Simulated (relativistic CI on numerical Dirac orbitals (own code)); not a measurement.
**Hf XLVI: computed level list**

Method of calculation: Dirac-Coulomb-Breit CI, orbitals from a KLI potential per configuration, model QED (radiative potential, 1s self-energy scaled to tabulated hydrogen-like ionisation energies), unscaled Slater integrals (own radial code, finite nucleus).

Configurations in the expansion (outside the closed core [Ne]): 3s2.3p6.3d9, 3s2.3p5.3d10, 3s.3p6.3d10, 3s2.3p6.3d8.4s, 3s2.3p6.3d8.4p, 3s2.3p4.3d10.4s, 3s2.3p6.3d8.4d, 3s2.3p4.3d10.4p, 3s2.3p5.3d9.4s, 3s2.3p6.3d8.4f, 3s2.3p4.3d10.4d, 3s.3p5.3d10.4s, 3s2.3p5.3d9.4p, 3s.3p5.3d10.4p, 3s2.3p6.3d7.4s2, 3s2.3p5.3d9.4d, 3s.3p6.3d9.4s, 3s.3p5.3d10.4d, 3s2.3p6.3d7.4s.4p, 3p6.3d10.4s, 3s2.3p6.3d8.5s, 3s2.3p5.3d9.4f, 3s2.3p6.3d7.4p2, 3s2.3p6.3d7.4s.4d, 3s.3p6.3d9.4p, 3s2.3p6.3d8.5p, 3p6.3d10.4p, 3s2.3p5.3d8.4s2, 3s2.3p6.3d8.5d, 3s2.3p6.3d7.4p.4d, 3p6.3d10.4d, 3s2.3p6.3d8.5f, 3s.3p6.3d9.4d, 3s2.3p6.3d8.5g, 3s2.3p5.3d8.4s.4p, 3s2.3p6.3d7.4d2. Levels of other configurations are missing.

The lowest level is 3s2.3p6.3d9 2D_5/2, with 100 % of that term; Hund's rules for 3s2.3p6.3d9 give 2D with J = 5/2, in agreement.

| No. | Configuration | Term | J | E (10³ cm⁻¹) | % | Next component (%) | jj configuration (%) |
| --- | --- | --- | --- | --- | --- | --- | --- |
| 1 | 3s2.3p6.3d9 | 2D | 5/2 | 0.0 | 100 |  | 3d5/2^5 (100) |
| 2 | 3s2.3p6.3d9 | 2D | 3/2 | 470.6 | 100 |  | 3d3/2^3 3d5/2^6 (100) |
| 3 | 3s2.3p5.3d10 | 2P° | 3/2 | 3450.4 | 100 |  | 3p3/2^3 (100) |
| 4 | 3s2.3p5.3d10 | 2P° | 1/2 | 5625.8 | 100 |  | 3p1/2 3p3/2^4 (100) |
| 5 | 3s.3p6.3d10 | 2S | 1/2 | 7458.2 | 100 |  | 3s (100) |
| 6 | 3d8(3F).4s | 4F | 9/2 | 12036.9 | 88 | 12 2G | 3d5/2^4 4s (99) |
| 7 | 3d8(3F).4s | 2F | 7/2 | 12060.6 | 62 | 24 4F | 3d5/2^4 4s (99) |
| 8 | 3d8(1D).4s | 2D | 5/2 | 12112.7 | 48 | 43 4P | 3d5/2^4 4s (100) |
| 9 | 3d8(1D).4s | 2D | 3/2 | 12123.5 | 51 | 32 2P | 3d5/2^4 4s (99) |
| 10 | 3d8(1S).4s | 2S | 1/2 | 12266.6 | 47 | 37 4P | 3d5/2^4 4s (98) |
| 11 | 3d8(3F).4s | 4F | 7/2 | 12501.2 | 73 | 26 2F | 3d3/2^3 3d5/2^5 4s (100) |
| 12 | 3d8(3F).4s | 4F | 5/2 | 12506.7 | 64 | 34 2F | 3d3/2^3 3d5/2^5 4s (100) |
| 13 | 3d8(3P).4s | 4P | 5/2 | 12574.6 | 49 | 26 2F | 3d3/2^3 3d5/2^5 4s (99) |
| 14 | 3d8(3P).4s | 4P | 3/2 | 12579.9 | 31 | 30 4F | 3d3/2^3 3d5/2^5 4s (98) |
| 15 | 3d8(3P).4s | 4P | 3/2 | 12614.7 | 61 | 35 2P | 3d3/2^3 3d5/2^5 4s (100) |
| 16 | 3d8(1G).4s | 2G | 9/2 | 12620.3 | 88 | 12 4F | 3d3/2^3 3d5/2^5 4s (99) |
| 17 | 3d8(1G).4s | 2G | 7/2 | 12624.6 | 87 | 11 2F | 3d3/2^3 3d5/2^5 4s (99) |
| 18 | 3d8(3P).4s | 2P | 1/2 | 12630.2 | 67 | 32 4P | 3d3/2^3 3d5/2^5 4s (100) |
| 19 | 3d8(3F).4p | 4D° | 7/2 | 12770.6 | 49 | 23 2F° | 3d5/2^4 4p1/2 (99) |
| 20 | 3d8(3F).4p | 2G° | 9/2 | 12784.1 | 41 | 28 4G° | 3d5/2^4 4p1/2 (99) |
| 21 | 3d8(1D).4p | 2D° | 3/2 | 12843.1 | 31 | 30 2P° | 3d5/2^4 4p1/2 (99) |
| 22 | 3d8(1D).4p | 2F° | 5/2 | 12849.8 | 40 | 29 2D° | 3d5/2^4 4p1/2 (99) |
| 23 | 3d8(1S).4p | 2P° | 1/2 | 12995.3 | 60 | 28 4D° | 3d5/2^4 4p1/2 (98) |
| 24 | 3d8(3F).4s | 4F | 3/2 | 13010.5 | 57 | 35 2D | 3d3/2^2 3d5/2^6 4s (99) |
| 25 | 3d8(3F).4s | 2F | 5/2 | 13019.6 | 35 | 33 2D | 3d3/2^2 3d5/2^6 4s (99) |
| 26 | 3d8(1S).4s | 2S | 1/2 | 13206.0 | 52 | 30 4P | 3d3/2^2 3d5/2^6 4s (98) |
| 27 | 3d8(3F).4p | 4G° | 7/2 | 13236.2 | 56 | 19 2G° | 3d3/2^3 3d5/2^5 4p1/2 (100) |
| 28 | 3d8(3F).4p | 4F° | 5/2 | 13239.5 | 39 | 32 4D° | 3d3/2^3 3d5/2^5 4p1/2 (99) |
| 29 | 3d8(3P).4p | 4D° | 3/2 | 13305.2 | 24 | 24 2D° | 3d3/2^3 3d5/2^5 4p1/2 (99) |
| 30 | 3d8(3P).4p | 2D° | 5/2 | 13317.6 | 25 | 23 2F° | 3d3/2^3 3d5/2^5 4p1/2 (98) |

Energies count from the lowest computed level; ° marks odd parity. Percentages are summed over parent terms; the parents shown are those of the largest component, closed shells are left out there. Filled j subshells are mostly left out of the jj labels.

The mean weight of the leading LS term, summed over parents, in these 30 levels is 61 %, and that of the leading jj configuration (from the same eigenvectors) 99 %, so jj coupling describes them better and the LS labels are nominal.

At this charge energies of transitions that change n are usually good to better than 1 %, and those within a shell (Δn = 0) to a few per cent.

LS names give the leading component of a level, which can be under half, so a name can repeat, a term be missing and a line seem to break the LS rules.
